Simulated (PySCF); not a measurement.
## Electronic structure of Ni(2+) (nickel, charge +2) at the HSE06 level

Configuration: [Ar] 3d8, high-spin 3F determinant. Calculation: PySCF 2.14, in x2c-TZVPPall (6s5p4d2f1g, 64 functions); scalar relativity by spin-free X2C-1e.

- Total energy: -1519.370 hartree
- One-electron energy: -2088.151 hartree
- Hartree (Coulomb) energy: 631.971 hartree
- Exchange-correlation energy: -63.191 hartree
- ⟨S²⟩: 2.0011
- ⟨L²⟩: 12.010
- Sum of ⟨r⟩: 15.75 bohr
- Sum of ⟨r²⟩: 15.72 bohr²
- Langevin diamagnetic susceptibility: -12.4 ×10⁻⁶ cm³/mol

| shell | electrons | mean orbital energy (hartree) | spread (hartree) | rms radius, mean of both spins (bohr) |
| --- | --- | --- | --- | --- |
| 1s α | 1 | -304.08308 | 0 | 0.0624 |
| 1s β | 1 | -304.08253 | 0 | 0.0624 |
| 2s α | 1 | -37.43752 | 0 | 0.265 |
| 2s β | 1 | -37.38964 | 0 | 0.265 |
| 2p α | 3 | -32.26915 | 0 | 0.238 |
| 2p β | 3 | -32.22851 | 0 | 0.238 |
| 3s α | 1 | -5.07825 | 0 | 0.796 |
| 3s β | 1 | -4.96258 | 0 | 0.796 |
| 3p α | 3 | -3.56552 | 0 | 0.847 |
| 3p β | 3 | -3.44155 | 0 | 0.847 |
| 3d α | 5 | -1.15888 | 0.05029 | 1.10 |
| 3d β | 3 | -1.09119 | 0 | 1.10 |

Densities and radii are taken from the X2C orbitals without a picture-change correction, which distorts them close to the nucleus.
